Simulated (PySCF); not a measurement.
Question: Write Cartesian coordinates for `C(C)C(=C)[CH-]C#N` as optimised with GFN2-xTB. (Charge -1.)

Answer: 
```
atom  x, y, z in Å
C1    -0.3407    1.9526    0.4230
C2     0.0552    0.6555    0.4797
C3    -0.0846   -0.1737    1.6095
C4     0.3175   -1.4738    1.6723
N5     0.6504   -2.5923    1.7612
C6     0.6643    0.0310   -0.7575
C7    -0.3694   -0.7990   -1.5184
H8    -0.2134    2.5507   -0.4682
H9    -0.8011    2.4468    1.2658
H10   -0.5476    0.2349    2.5041
H11    1.4939   -0.6225   -0.4709
H12    1.0554    0.8137   -1.4180
H13   -0.7175   -1.6124   -0.8857
H14   -1.2243   -0.1795   -1.7892
H15    0.0575   -1.2241   -2.4295
```

Orientation and origin are arbitrary. Atoms count from 1 in this order. C1 (carbon bonded to C and 2 H) is planar (angles 121.9°, 121.9° and 116.1°, sum 360.0°, 0.00 Å off the plane of its three neighbours). C3 (carbon bonded to 2 C and H) is planar (angles 124.7°, 118.8° and 116.5°, sum 360.0°, 0.00 Å off the plane of its three neighbours). Of the pairs four or more bonds apart, C4···H11 is among the closest relative to their van der Waals radii: 2.59 Å, 89 % of the sum of Bondi's values. C2 (carbon bonded to 3 C) is planar (angles 124.6°, 118.5° and 116.9°, sum 360.0°, 0.01 Å off the plane of its three neighbours).

Bonds between heavy atoms (Å): C1=C2 1.357, C2–C3 1.408, C3–C4 1.362, C4≡N5 1.170, C2–C6 1.514, C6–C7 1.529.

Structure optimised with GFN2-xTB, isolated species.

Point group: C1 (no symmetry element, even within 0.4 Å). No GFN2-xTB frequencies stand behind this structure, so it isn't proved a minimum. Torsions: C1–C2–C3–C4 180°, C1–C2–C6–C7 -99°.

One conformer stands for the species.

The numbers are calculated, not measured.
